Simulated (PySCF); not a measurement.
From one molecule to another.

First species: C9H9FS.
SMILES with atom numbers: `[CH2:1]=[CH:2][CH2:3][c:4]1[cH:5][cH:6][c:7]([F:8])[c:9]([SH:10])[cH:11]1` (hydrogens: H12, H13 on C1; H14 on C2; H15, H16 on C3; H17 on C5; H18 on C6; H19 on S10; H20 on C11)

Second species: C7H9ClO.
Structure used (GFN2-xTB), in Å, numbered top down from 1:
```xyz
18
C7H9ClO angstrom
C      2.567    1.010   -0.468
C      1.545    0.192   -0.665
C      0.685   -0.297    0.420
C     -0.119   -1.544    0.287
C     -0.852   -0.220    0.280
C     -1.469    0.289   -0.999
C     -1.498    0.115    1.555
O     -1.193   -0.271    2.639
Cl    -2.857    1.245    1.403
H      2.818    1.374    0.515
H      3.190    1.345   -1.278
H      1.317   -0.161   -1.661
H      1.051   -0.065    1.413
H     -0.085   -2.081   -0.649
H     -0.231   -2.168    1.160
H     -1.388    1.372   -1.064
H     -2.522    0.019   -1.042
H     -0.970   -0.147   -1.859
```

Levels: PBE0/pcSseg-1 for dipole moment, HOMO energy, LUMO energy and HOMO–LUMO gap; GFN2-xTB for rotational constant A and rotational constant C. Geometries: GFN2-xTB. Each structure is a single optimised conformer of the isolated species, non-relativistic unless stated. Electronic properties by PySCF.

The conformers computed, where there is a choice (atom-mapped SMILES and torsion angles):
- `[CH2:1]=[CH:2][CH2:3][c:4]1[cH:5][cH:6][c:7]([F:8])[c:9]([SH:10])[cH:11]1`: C1–C2–C3–C4 121°, C2–C3–C4–C5 -81°, H–S10–C9–C7 -1°
- `[CH2:1]=[CH:2][C@@H:3]1[CH2:4][C@@:5]1([CH3:6])[C:7](=[O:8])[Cl:9]`: C1–C2–C3–C4 -158°, C4–C5–C7–O8 25°

Values for the first species:

```
Dipole moment         : 1.43 D
HOMO energy           : -6.48 eV
LUMO energy           : -0.62 eV
HOMO–LUMO gap         : 5.86 eV
Rotational constant A : 1.890 GHz
Rotational constant C : 0.434 GHz
```

Problem. Estimate the same properties for the second species, and the change in each.

Solution. 
| property | first | second | second less first |
| --- | --- | --- | --- |
| dipole moment | 1.43 D | 3.42 D | +1.99 D |
| HOMO energy | -6.48 eV | -7.49 eV | -1.01 eV |
| LUMO energy | -0.62 eV | -1.17 eV | -0.55 eV |
| HOMO–LUMO gap | 5.86 eV | 6.32 eV | +0.46 eV |
| rotational constant A | 1.890 GHz | 2.395 GHz | +0.505 GHz |
| rotational constant C | 0.434 GHz | 0.784 GHz | +0.350 GHz |

On the first: In atomic units the dipole is 0.56 e·bohr (1 au = 2.5417 D).

On the second: In atomic units the dipole is 1.35 e·bohr (1 au = 2.5417 D).
